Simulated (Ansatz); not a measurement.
# The dipole moment down a group: O to Se

One atom is swapped for its congeners: GaH2(OH); GaH2(SH); GaH2(SeH). All are singlets with charge 0.

Shapes, held fixed at every level: PBE0-D4/def2-TZVP. Programs: Ansatz 0.2.0. Values in D.

**Question.** How should the dipole moment change along the series?

**Answer.** At wB97M-V/def2-TZVPP the dipole moment falls at every step, from 1.47 to 1.02 D. Every level shows the same order. Relativity is left out for Ga, Se unless named.

| level | GaH2(OH) | GaH2(SH) | GaH2(SeH) |
| --- | --- | --- | --- |
| PBE-D4/def2-TZVPP | 1.32 | 1.01 | 0.78 |
| r2SCAN-D4/def2-TZVPP | 1.38 | 1.10 | 0.90 |
| B3LYP-D4/def2-TZVPP | 1.44 | 1.08 | 0.87 |
| wB97M-V/def2-TZVPP | 1.47 | 1.16 | 1.02 |
